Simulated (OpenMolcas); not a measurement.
# Lines of Zr2+: computed and rescaled rates

| Item | Value |
| --- | --- |
| Program | OpenMolcas |
| Method | SS-CASPT2, IPEA 0.25 Eh, imaginary shift 0.1 Eh (closed shells correlated: 4s 4p) |
| Basis | ANO-RCC-VTZP [7s6p4d2f1g] |
| Scalar Hamiltonian | DKH2, point nucleus |
| Active space | 2 electrons in 10 orbitals (4d 5d) |
| State averaging | 2S+1 = 3 even, 10 roots; 2S+1 = 1 even, 15 roots |
| Spin-orbit coupling | RASSI with atomic mean-field integrals over the reference wave functions, term energies averaged over their components |

Rates come from the transition moments of the reference wave functions (E1 and E2 in the length form). At fixed line strength A goes as λ^-3 for E1 and M1 and as λ^-5 for E2, so a rate at the computed wavelength can be rescaled to the measured one. Measured vacuum wavelengths follow from level energies in Moore, Atomic Energy Levels, vol. II, NSRDS-NBS 35 (1971 reprint of NBS Circular 467, 1952); NIST levels as listed in Rynkun, Gaigalas and Jonsson, Astron. Astrophys. 637, A10 (2020). Branching counts decays inside the model space alone, at computed energies, and the table is only a selection of the E2 and M1 lines, drawn from those between levels with measured partners whose computed energy lies within a factor of 1.5 of the measured one.

```json
{"Upper": "4d2 1S0", "Lower": "4d2 1D2", "Type": "E2", "λ computed (nm)": "548.5", "λ measured (nm)": "548.3", "A computed (s-1)": "6.12e+00", "A rescaled (s-1)": "6.13e+00", "Branching %": "85.9"}
{"Upper": "4d2 1S0", "Lower": "4d2 3P1", "Type": "M1", "λ computed (nm)": "646.9", "λ measured (nm)": "638.8", "A computed (s-1)": "7.67e-01", "A rescaled (s-1)": "", "Branching %": "10.8"}
{"Upper": "4d2 1S0", "Lower": "4d2 3F2", "Type": "E2", "λ computed (nm)": "412.6", "λ measured (nm)": "417", "A computed (s-1)": "1.26e-01", "A rescaled (s-1)": "", "Branching %": "1.8"}
{"Upper": "4d2 1S0", "Lower": "4d2 3P2", "Type": "E2", "λ computed (nm)": "669.4", "λ measured (nm)": "660.5", "A computed (s-1)": "1.12e-01", "A rescaled (s-1)": "", "Branching %": "1.6"}
{"Upper": "4d2 1D2", "Lower": "4d2 3F3", "Type": "M1", "λ computed (nm)": "1884", "λ measured (nm)": "1976", "A computed (s-1)": "6.02e-02", "A rescaled (s-1)": "", "Branching %": "57.3"}
{"Upper": "4d2 1G4", "Lower": "4d2 3F4", "Type": "M1", "λ computed (nm)": "972.5", "λ measured (nm)": "1046", "A computed (s-1)": "5.89e-02", "A rescaled (s-1)": "", "Branching %": "55.6"}
{"Upper": "4d2 3P0", "Lower": "4d2 3F2", "Type": "E2", "λ computed (nm)": "1175", "λ measured (nm)": "1240", "A computed (s-1)": "5.28e-02", "A rescaled (s-1)": "4.03e-02", "Branching %": "100.0"}
{"Upper": "4d2 3P2", "Lower": "4d2 1D2", "Type": "M1", "λ computed (nm)": "3036", "λ measured (nm)": "3229", "A computed (s-1)": "4.70e-02", "A rescaled (s-1)": "", "Branching %": "52.5"}
{"Upper": "4d2 1D2", "Lower": "4d2 3F2", "Type": "M1", "λ computed (nm)": "1666", "λ measured (nm)": "1742", "A computed (s-1)": "4.46e-02", "A rescaled (s-1)": "", "Branching %": "42.5"}
{"Upper": "4d2 1G4", "Lower": "4d2 3F3", "Type": "M1", "λ computed (nm)": "900.7", "λ measured (nm)": "964.5", "A computed (s-1)": "4.46e-02", "A rescaled (s-1)": "", "Branching %": "42.1"}
{"Upper": "4d2 3P1", "Lower": "4d2 3F3", "Type": "E2", "λ computed (nm)": "1237", "λ measured (nm)": "1308", "A computed (s-1)": "2.66e-02", "A rescaled (s-1)": "2.01e-02", "Branching %": "42.1"}
{"Upper": "4d2 3P2", "Lower": "4d2 3F4", "Type": "E2", "λ computed (nm)": "1285", "λ measured (nm)": "1360", "A computed (s-1)": "2.43e-02", "A rescaled (s-1)": "1.83e-02", "Branching %": "27.1"}
{"Upper": "4d2 3P1", "Lower": "4d2 3F2", "Type": "E2", "λ computed (nm)": "1139", "λ measured (nm)": "1201", "A computed (s-1)": "1.95e-02", "A rescaled (s-1)": "1.50e-02", "Branching %": "30.9"}
{"Upper": "4d2 3P1", "Lower": "4d2 1D2", "Type": "M1", "λ computed (nm)": "3603", "λ measured (nm)": "3870", "A computed (s-1)": "1.60e-02", "A rescaled (s-1)": "", "Branching %": "25.3"}
{"Upper": "4d2 3F4", "Lower": "4d2 3F3", "Type": "M1", "λ computed (nm)": "12200", "λ measured (nm)": "12420", "A computed (s-1)": "1.12e-02", "A rescaled (s-1)": "1.06e-02", "Branching %": "100.0"}
{"Upper": "4d2 3P2", "Lower": "4d2 3F3", "Type": "E2", "λ computed (nm)": "1163", "λ measured (nm)": "1226", "A computed (s-1)": "1.06e-02", "A rescaled (s-1)": "8.14e-03", "Branching %": "11.9"}
{"Upper": "4d2 3F3", "Lower": "4d2 3F2", "Type": "M1", "λ computed (nm)": "14380", "λ measured (nm)": "14680", "A computed (s-1)": "8.58e-03", "A rescaled (s-1)": "8.06e-03", "Branching %": "100.0"}
{"Upper": "4d2 3P2", "Lower": "4d2 3F3", "Type": "M1", "λ computed (nm)": "1163", "λ measured (nm)": "1226", "A computed (s-1)": "3.67e-03", "A rescaled (s-1)": "", "Branching %": "4.1"}
{"Upper": "4d2 3P2", "Lower": "4d2 3F2", "Type": "E2", "λ computed (nm)": "1076", "λ measured (nm)": "1131", "A computed (s-1)": "2.03e-03", "A rescaled (s-1)": "1.58e-03", "Branching %": "2.3"}
{"Upper": "4d2 3P2", "Lower": "4d2 3P1", "Type": "M1", "λ computed (nm)": "19290", "λ measured (nm)": "19510", "A computed (s-1)": "1.82e-03", "A rescaled (s-1)": "1.76e-03", "Branching %": "2.0"}
{"Upper": "4d2 1G4", "Lower": "4d2 1D2", "Type": "E2", "λ computed (nm)": "1726", "λ measured (nm)": "1884", "A computed (s-1)": "1.54e-03", "A rescaled (s-1)": "9.94e-04", "Branching %": "1.5"}
{"Upper": "4d2 3P1", "Lower": "4d2 3F2", "Type": "M1", "λ computed (nm)": "1139", "λ measured (nm)": "1201", "A computed (s-1)": "7.17e-04", "A rescaled (s-1)": "", "Branching %": "1.1"}
{"Upper": "4d2 1G4", "Lower": "4d2 3F2", "Type": "E2", "λ computed (nm)": "847.6", "λ measured (nm)": "905.1", "A computed (s-1)": "6.76e-04", "A rescaled (s-1)": "", "Branching %": "0.6"}
{"Upper": "4d2 3P1", "Lower": "4d2 3P0", "Type": "M1", "λ computed (nm)": "37790", "λ measured (nm)": "37940", "A computed (s-1)": "3.33e-04", "A rescaled (s-1)": "3.29e-04", "Branching %": "0.5"}
```

Spin-changing lines and M1 lines between different terms are not rescaled, since their strength hangs on the term gaps too.

The largest correction is for 4d2 1G4 → 4d2 1D2 (E2): 1.54e-03 × (1726 / 1884)^5 = 9.94e-04 s-1, a factor of 0.65.

The computed rate and branching of 4d2 3F3 → 4d2 3F2 give the upper level a radiative lifetime of 1.000 / 8.58e-03 s-1 = 1.17e+02 s, counting decays inside the model space alone. The rescaled rate gives about 1.2e+02 s.

These are rates of the free ion; in crystals, glasses and complexes forced electric-dipole and non-radiative decay shorten such lifetimes by orders of magnitude. No measured rate stands beside these. Rescaling mends the energy factor alone: line strengths can still be far off where a level mixes with configurations outside the active space, and weak or spin-changing lines hang on small mixing coefficients that depend on the term gaps too, so rescaling need not improve them.

Term energies are means over components that CASPT2 splits; among the terms shown or strongly mixed into the levels shown the widest spread is 490 cm-1 (4d2 3F). Active for correlation alone: 5d; no level in the range computed is led by a configuration that fills it, so any true level of that kind is missing. Computed and measured levels are paired by configuration, term and J; levels that our copy of the source lacks, or whose pairing is in doubt (as where it misses far off the trend of its configuration), stay unpaired. Levels of configurations outside the active space are missing.
